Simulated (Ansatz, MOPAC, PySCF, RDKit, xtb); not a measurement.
Dimer: CH4 (SMILES C) (first 5 atoms) with C3H6 (SMILES C=CC); geometry from B3LYP-D3(BJ)/def2-TZVP, rigid monomers moved along the line of their centres of mass till H5···C7 is 3.51 Å.
(charge 0, multiplicity 1):
```xyz
14

C     -0.153     0.008     0.502
H     -1.190    -0.281     0.671
H      0.231    -0.519    -0.371
H     -0.102     1.082     0.326
H      0.442    -0.248     1.377
C      0.932    -1.009     4.778
C      0.545     0.258     4.844
C     -0.830     0.757     4.534
H      0.245    -1.796     4.484
H      1.945    -1.307     5.014
H      1.270     1.011     5.142
H     -0.807     1.483     3.716
H     -1.495    -0.059     4.246
H     -1.265     1.268     5.397
```

| level | interaction energy (kcal/mol) | cost |
|---|---|---|
| MMFF94 | -0.51 | - |
| GFN-FF | -0.66 | - |
| AM1 | 0.15 | - |
| PM3 | -0.21 | - |
| GFN1-xTB | -0.61 | - |
| HF/STO-3G (no counterpoise) | 0.01 | - |
| HF/3-21G (no counterpoise) | -0.43 | - |
| HF/aug-cc-pVDZ | 0.10 | - |
| PBE-D3(BJ)/def2-TZVPPD | -1.03 | ×1 |
| BP86/6-31G* (no counterpoise) | 0.06 | - |
| r2SCAN-D4/def2-TZVPPD | -0.76 | ×2 |
| B3LYP/6-31G* (no counterpoise) | -0.30 | - |
| B3LYP/6-311+G** (no counterpoise) | 0.13 | - |
| B3LYP/def2-TZVPPD | 0.14 | ×1 |
| B3LYP-D3(BJ)/def2-TZVPPD | -0.78 | ×1 |
| B3LYP-D4/def2-TZVPPD | -0.73 | ×1 |
| PBE0/def2-TZVPPD | -0.30 | ×1 |
| PBE0-D4/def2-TZVPPD | -0.92 | ×1 |
| SCS-MP2/aug-cc-pVDZ | -0.54 | - |
| CCSD(T)/aug-cc-pVDZ | -0.71 | ×30 |

The rows run from -1.03 (PBE-D3(BJ)/def2-TZVPPD) to 0.15 kcal/mol (AM1). The dispersion term adds -0.92 in B3LYP-D3(BJ), -0.87 in B3LYP-D4, -0.62 in PBE0-D4.

Interaction energies are E(AB) − E(A) − E(B) at the monomers' geometry in the complex; basis-set methods are counterpoise corrected. Rows marked so take none.

Frozen-core correlation. Rows in 3-21G, 6-311+G**, 6-31G*, STO-3G carry no dispersion term and start afresh at each structure (6-31G* with six Cartesian d functions). The state that AM1, PM3 reach isn't checked.

Codes used: Ansatz (Gaussian orbitals); MOPAC for AM1, PM3 (differences of heats of formation); PySCF for 3-21G rows, 6-311+G** rows, 6-31G* rows, STO-3G rows, the dispersion terms; RDKit for the force fields; xtb for the GFN methods. Values without a source in brackets are computed.

Costs are rough ratios of core time to PBE/def2-TZVPPD (about 7 s over the structures, on one shared machine); a dash marks a level with no comparable run of its own.

Ansatz is a quantum-chemistry and plane-wave program.
